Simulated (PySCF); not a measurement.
C2H8BNO, SMILES CCOBN.

Coordinates come from a ωB97X-D3(BJ)/def2-SVP optimisation. This is a generated structure with no PubChem entry under its InChIKey; it may be hypothetical. The values are those of a single conformer.

Two levels are set side by side: TDA-PBE/def2-SVPD (PySCF) and TDA-M06-2X/def2-SVPD (PySCF). Vertical, same geometry. The lowest singlet is HOMO→LUMO 99 % with PBE and HOMO→LUMO 83 % with the other functional; states are paired by order. Differences are taken from unrounded values.

```tsv
quantity	TDA-M06-2X
lowest singlet excitation (eV)	7.02
lowest triplet excitation (TDA) (eV)	6.64
first bright state (f over 0.05) (eV)	8.00
its oscillator strength	0.22
```

What does TDA-PBE give, and how far is it from TDA-M06-2X? (The exact figures need the calculation; the answer reports its results.)


```json
[
 {"quantity": "lowest singlet excitation (eV)", "TDA-PBE": "6.16", "TDA-PBE minus TDA-M06-2X": "-0.86"},
 {"quantity": "lowest triplet excitation (TDA) (eV)", "TDA-PBE": "5.90", "TDA-PBE minus TDA-M06-2X": "-0.74"},
 {"quantity": "first bright state (f over 0.05) (eV)", "TDA-PBE": "7.54", "TDA-PBE minus TDA-M06-2X": "-0.46"},
 {"quantity": "its oscillator strength", "TDA-PBE": "0.21", "TDA-PBE minus TDA-M06-2X": "-0.01"}
]
```

A lower first singlet is the usual sign of a functional without exact exchange. Differences between two approximate levels are no errors against the true value.

Rough cost on one machine, each run with all the roots and properties that it gave: TDA-M06-2X against TDA-PBE about 10 times.
